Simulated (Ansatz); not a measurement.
Saddle point of BH$_{2}$Cl$_{3}$O, singlet (BCl₃ ([Cl][B]([Cl])[Cl]) + H₂O → BHCl₂O ([OH][B]([Cl])[Cl]) + HCl; bonds formed: Cl2–H5; dative contacts that become bonds: B1–O6; bonds broken: B1–Cl2, H5–O6), PBE0-D4/def2-TZVP structure:

B1  (-0.098, -0.528, 0.236)
Cl2  (1.839, 0.591, 0.168)
Cl3  (-0.094, -1.731, -1.059)
Cl4  (-0.338, -1.034, 1.898)
H5  (0.459, 1.185, -0.095)
O6  (-0.714, 0.768, -0.121)
H7  (-1.055, 0.749, -1.025)
(Å)

Energies are electronic, without zero-point energy. Barriers and step energies count from the start structure reached by relaxing down the imaginary mode; all methods use the PBE0-D4 structures, on which another method's saddle can fall below an end. Ansatz 0.2.0; basis: def2-TZVPP, with def2-QZVPP for the basis limit; cores frozen in the correlated methods. B3LYP uses VWN-RPA correlation. Extrapolation: Hartree–Fock as exp(−7.88 √X), correlation as X^−2.97.

```
      method  barrier (kcal/mol)  step energy (kcal/mol)
       SPW92               11.19                   -2.95
      PBE-D4               13.33                   -8.33
     BLYP-D4               13.89                  -12.59
   r2SCAN-D4                   ?                   -8.75
      B97M-V                   ?                  -10.53
     PBE0-D4               16.88                   -7.64
    B3LYP-D4               16.68                  -11.83
  r2SCAN0-D4               17.72                   -8.08
    BHLYP-D4               20.71                  -11.36
CAM-B3LYP-D4               18.12                  -11.24
     wB97X-V               19.48                   -8.43
     wB97M-V                   ?                   -8.05
      B2PLYP               17.84                  -12.00
    PBE-QIDH               19.19                   -7.47
  RPA on PBE               18.20                  -11.57
          HF               26.40                  -17.51
         MP2               18.79                   -8.04
        CCSD               20.95                  -11.41
     CCSD(T)               19.30                  -10.31
```

(1) Fill in the withheld barriers. (To be estimated.)

The T1 diagnostic stays at or below 0.011.

## Answers

(1) The calculation gives: wB97M-V 18.88; B97M-V 18.56; r2SCAN-D4 15.09 kcal/mol. Each is the energy of the saddle less that of the start structure, by the same method.

For comparison, the barrier by CCSD(T) at an estimated basis limit (MP2 extrapolated from triple and quadruple zeta, plus CCSD(T) − MP2 in triple zeta) is 19.89 kcal/mol.

The step is the kind of ligand exchange by which a precursor binds to a hydroxyl group, or is hydrolysed, in atomic layer deposition of oxides.

Labels in which every atom is bracketed show which atoms are joined, not bond orders.

For scale, one of the runs: CCSD(T)/def2-TZVPP, 216 basis functions, launched by `ansatz run in.yaml --threads 4 --pin off --events-out ev --progress --plain --max-ram 9574MiB`. The run took 32 s on 4 CPU threads of an AMD EPYC 9R45 (shared host), with 3 GiB of host memory at its peak.
